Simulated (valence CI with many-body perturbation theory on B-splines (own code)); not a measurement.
**Forbidden lines of Pm²⁰⁺**

Method: relativistic CI+MBPT: five valence electrons over a frozen Dirac-Fock core [Kr], a basis of 7 s, 7 p, 8 d, 6 f, 4 g, 1 h functions for each j, with the one-electron correlation potential Σ1 (screened to all orders), the two-electron term Σ2, the three-electron term Σ3, Breit, model QED; selected single and double excitations, second order for the rest (own B-spline code, finite nucleus).

No measured spectrum was set against this ion. As an estimate, terms of the open shell hold to 2 to 4 % of their energy, and close levels can change places. Core correlation moves these levels by up to 12000 cm⁻¹, and in measured spectra 5 to 20 % of such shifts remained as error; rates that hang on mixing are uncertain with them. Among the levels kept, up to 260 cm⁻¹ of a level comes from second order outside the variational space, and about a tenth of that is noise between levels of different J, which matters for small intervals. Only levels of the ground parity were solved; by the run's estimate the other parity begins above the list, which can be wrong where configurations are misplaced.

Lines 1 to 50 of 120 in falling wavelength, among levels below 255980 cm⁻¹, chosen from the decays that carry over 1 % of a level's rate. Wavelengths and rates use the calculated energies, so an error of 2000 cm⁻¹ moves a line at 7907 Å by 16 % and its rate by three times that or more. Electric multipoles are in the length gauge, E1 and E2 with the static RPA response of the core. S is in atomic units (e²a₀⁴ for E2 and M2, e²a₀⁶ for E3), for M1 in squared Bohr magnetons. Weak lines are less certain than strong ones. Lines between different terms over intervals too small for the method are left out, as are lines whose strength nearly cancels.

Levels are named by their leading jj configuration (3d3/2^4 stands for four electrons in 3d with j = 3/2), which in mixed levels can hold well under half, so a name can repeat and another be missing. Letters in brackets count levels of one name in rising energy.

```csv
λ vac (Å),Upper,Lower,Type,A (s⁻¹),S (a.u.)
23400,(4d3/2^3 4d5/2^2) J=11/2,(4d3/2^3 4d5/2^2) J=7/2 [a],E2,6.46e-08,4.85e-03
19740,(4d3/2^3 4d5/2^2) J=9/2,(4d3/2^3 4d5/2^2) J=11/2,M1,2.42e+00,6.91e+00
10710,(4d3/2^3 4d5/2^2) J=9/2,(4d3/2^3 4d5/2^2) J=7/2 [a],M1,1.70e+01,7.74e+00
9253,(4d3/2^2 4d5/2^3) J=13/2,(4d3/2^2 4d5/2^3) J=11/2,M1,9.84e+00,4.05e+00
7907,(4d3/2^3 4d5/2^2) J=1/2,(4d3/2^3 4d5/2^2) J=3/2 [a],M1,8.31e+01,3.05e+00
7512,(4d3/2^3 4d5/2^2) J=3/2 [b],(4d3/2^3 4d5/2^2) J=5/2 [b],M1,1.42e+01,8.95e-01
6391,(4d3/2^2 4d5/2^3) J=7/2 [b],(4d3/2^2 4d5/2^3) J=5/2 [a],M1,1.94e+01,1.50e+00
6156,(4d3/2^3 4d5/2^2) J=7/2 [b],(4d3/2^3 4d5/2^2) J=5/2 [a],M1,6.97e+01,4.82e+00
6042,(4d3/2^3 4d5/2^2) J=7/2 [b],(4d3/2^3 4d5/2^2) J=9/2,M1,8.41e+00,5.50e-01
4993,(4d3/2^2 4d5/2^3) J=3/2 [a],(4d3/2^3 4d5/2^2) J=5/2 [b],M1,1.05e+02,1.94e+00
4853,(4d3/2^2 4d5/2^3) J=9/2 [a],(4d3/2^3 4d5/2^2) J=7/2 [b],M1,9.10e+01,3.86e+00
4702,(4d3/2^3 4d5/2^2) J=7/2 [a],(4d3/2^4 4d5/2) J=5/2 [b],M1,1.76e+02,5.43e+00
4547,(4d3/2^2 4d5/2^3) J=9/2 [b],(4d3/2^2 4d5/2^3) J=9/2 [a],M1,6.74e+01,2.35e+00
4424,(4d3/2^2 4d5/2^3) J=5/2 [b],(4d3/2^2 4d5/2^3) J=3/2 [a],M1,3.73e+01,7.18e-01
4230,(4d3/2^3 4d5/2^2) J=3/2 [a],(4d3/2^4 4d5/2) J=5/2 [b],M1,1.11e+02,1.25e+00
3967,(4d3/2^2 4d5/2^3) J=7/2 [b],(4d3/2^2 4d5/2^3) J=9/2 [a],M1,2.24e+01,4.14e-01
3938,(4d3/2 4d5/2^4) J=7/2 [a],(4d3/2^2 4d5/2^3) J=5/2 [b],M1,1.03e+02,1.86e+00
3862,(4d3/2^3 4d5/2^2) J=7/2 [b],(4d3/2^3 4d5/2^2) J=7/2 [a],M1,1.43e+02,2.45e+00
3685,(4d3/2^2 4d5/2^3) J=9/2 [c],(4d3/2^2 4d5/2^3) J=7/2 [b],M1,6.72e+01,1.25e+00
3437,(4d3/2^3 4d5/2^2) J=3/2 [b],(4d3/2^3 4d5/2^2) J=1/2,M1,3.11e+01,1.87e-01
3437,(4d3/2^2 4d5/2^3) J=7/2 [a],(4d3/2^3 4d5/2^2) J=5/2 [a],M1,1.42e+02,1.71e+00
3410,(4d3/2^2 4d5/2^3) J=5/2 [b],(4d3/2^3 4d5/2^2) J=3/2 [b],M1,2.33e+02,2.06e+00
3401,(4d3/2^2 4d5/2^3) J=7/2 [a],(4d3/2^3 4d5/2^2) J=9/2,M1,3.19e+02,3.72e+00
3318,(4d3/2^2 4d5/2^3) J=1/2 [a],(4d3/2^3 4d5/2^2) J=1/2,M1,7.36e+02,1.99e+00
3315,(4d3/2^2 4d5/2^3) J=5/2 [a],(4d3/2^3 4d5/2^2) J=7/2 [b],M1,1.28e+02,1.04e+00
3303,(4d3/2^2 4d5/2^3) J=3/2 [b],(4d3/2^2 4d5/2^3) J=3/2 [a],M1,1.96e+02,1.05e+00
3295,(4d3/2 4d5/2^4) J=7/2 [a],(4d3/2^2 4d5/2^3) J=9/2 [b],M1,1.69e+02,1.79e+00
3295,(4d3/2^2 4d5/2^3) J=9/2 [c],(4d3/2^2 4d5/2^3) J=9/2 [b],M1,3.66e+02,4.86e+00
3246,(4d3/2^3 4d5/2^2) J=5/2 [b],(4d3/2^3 4d5/2^2) J=7/2 [a],M1,3.12e+02,2.37e+00
3235,(4d3/2^3 4d5/2^2) J=5/2 [a],(4d3/2^4 4d5/2) J=5/2 [b],M1,8.51e+02,6.41e+00
3189,(4d3/2^2 4d5/2^3) J=11/2,(4d3/2^3 4d5/2^2) J=9/2,M1,1.38e+02,2.00e+00
3034,(4d3/2^2 4d5/2^3) J=7/2 [b],(4d3/2^2 4d5/2^3) J=7/2 [a],M1,1.90e+02,1.57e+00
3031,(4d3/2 4d5/2^4) J=5/2 [a],(4d3/2^2 4d5/2^3) J=3/2 [a],M1,3.33e+02,2.06e+00
2901,(4d3/2^3 4d5/2^2) J=3/2 [b],(4d3/2^3 4d5/2^2) J=5/2 [a],M1,1.14e+02,4.14e-01
2882,(4d3/2^2 4d5/2^3) J=5/2 [b],(4d3/2^2 4d5/2^3) J=7/2 [a],M1,3.55e+02,1.89e+00
2792,(4d3/2^2 4d5/2^3) J=3/2 [a],(4d3/2^3 4d5/2^2) J=1/2,M1,9.85e+01,3.18e-01
2781,(4d3/2^2 4d5/2^3) J=3/2 [b],(4d3/2^2 4d5/2^3) J=1/2 [a],M1,2.01e+01,6.41e-02
2775,(4d3/2 4d5/2^4) J=11/2,(4d3/2^2 4d5/2^3) J=9/2 [b],M1,1.96e+02,1.86e+00
2745,(4d3/2^2 4d5/2^3) J=11/2,(4d3/2^3 4d5/2^2) J=11/2,M1,7.33e+02,6.74e+00
2738,(4d3/2^4 4d5/2) J=5/2 [b],(4d3/2^4 4d5/2) J=5/2 [a],M1,9.66e+02,4.41e+00
2687,(4d3/2^2 4d5/2^3) J=1/2 [b],(4d3/2^2 4d5/2^3) J=3/2 [a],M1,2.19e+02,3.14e-01
2581,(4d3/2^2 4d5/2^3) J=7/2 [a],(4d3/2^3 4d5/2^2) J=7/2 [a],M1,2.48e+02,1.27e+00
2428,(4d3/2^2 4d5/2^3) J=3/2 [a],(4d3/2^3 4d5/2^2) J=5/2 [a],M1,1.27e+02,2.69e-01
2395,(4d3/2^3 4d5/2^2) J=3/2 [b],(4d3/2^3 4d5/2^2) J=3/2 [a],M1,3.98e+01,8.11e-02
2368,(4d3/2^2 4d5/2^3) J=9/2 [a],(4d3/2^3 4d5/2^2) J=11/2,M1,3.11e+02,1.53e+00
2347,(4d3/2^2 4d5/2^3) J=9/2 [b],(4d3/2^3 4d5/2^2) J=7/2 [b],M1,1.80e+02,8.61e-01
2345,(4d3/2^2 4d5/2^3) J=5/2 [b],(4d3/2^3 4d5/2^2) J=5/2 [b],M1,3.42e+02,9.81e-01
2338,(4d3/2 4d5/2^4) J=7/2 [a],(4d3/2^2 4d5/2^3) J=5/2 [a],M1,6.23e+02,2.36e+00
2337,(4d3/2^2 4d5/2^3) J=1/2 [a],(4d3/2^3 4d5/2^2) J=3/2 [a],M1,7.59e+02,7.19e-01
2276,(4d3/2^2 4d5/2^3) J=1/2 [b],(4d3/2^3 4d5/2^2) J=3/2 [b],M1,5.25e+01,4.59e-02
```
